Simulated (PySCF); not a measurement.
Compound: GeH3PH2, GeH5P.
InChI=1S/GeH5P/c1-2/h2H2,1H3

Computed with PySCF at PBE0/def2-SVPD, non-relativistic, on one gas-phase PBE0-D3(BJ)/def2-SVP geometry that isn't relaxed in the solvent. The solvent is an IEF-PCM continuum (cavity from Bondi-type radii × 1.2), and excitations are vertical TDDFT with non-equilibrium linear response and a frozen core. Specific hydrogen bonds and non-electrostatic terms are outside this model. Spin–orbit coupling is left out although an atom past zinc is present.

Gas-phase singlets (H = HOMO, L = LUMO):

```csv
state,E (eV),λ (nm),f,leading configuration
S1,6.412,193,0.064,H→L 82%
S2,6.613,187,0.192,H→L+1 82%
S3,6.680,186,0.013,H→L+2 94%
S4,7.419,167,0.006,H→L+4 88%
S5,7.447,166,0.008,H→L+3 79%
```

Task: What are the lowest 5 singlets in chloroform (ε = 4.711)?

Result: 
```tsv
state	E (eV)	λ (nm)	f	leading configuration	change by rank (eV)
S1	6.399	194	0.211	H→L 95%	-0.013
S2	6.588	188	0.199	H→L+1 96%	-0.025
S3	6.706	185	0.021	H→L+2 96%	+0.026
S4	7.464	166	0.010	H→L+3 74%	+0.045
S5	7.469	166	0.009	H→L+4 88%	+0.022
```

Task: What are the lowest 5 singlets in water (ε = 78.36)?

Result: 
```tsv
state	E (eV)	λ (nm)	f	leading configuration	change by rank (eV)
S1	6.439	193	0.205	H→L 95%	+0.027
S2	6.631	187	0.180	H→L+1 96%	+0.018
S3	6.748	184	0.019	H→L+2 95%	+0.068
S4	7.490	166	0.011	H→L+3 75%	+0.071
S5	7.510	165	0.009	H→L+4 94%	+0.063
```

Task: The ground-state energy changes by -0.044 eV from gas to water. By how much does the total energy of gas-phase S3 change?

Result: E(S3) = E(S0) + excitation energy, so it changes by -0.044 + 0.068 = +0.024 eV: it isn't lowered at all, while the ground state is. This is the vertical state, with the slow part of the continuum still set for S0.

Task: How do the frontier levels move from gas to water?

Result: 
```tsv
orbital	gas (eV)	solvent (eV)	change (eV)
LUMO+2	0.56	0.74	+0.18
LUMO+1	0.26	0.42	+0.16
LUMO	-0.17	-0.04	+0.13
HOMO	-7.55	-7.48	+0.07
HOMO-1	-9.01	-8.85	+0.16
HOMO-2	-9.55	-9.38	+0.17
HOMO-3	-10.04	-9.89	+0.15
```

The HOMO–LUMO gap goes from 7.38 to 7.43 eV.
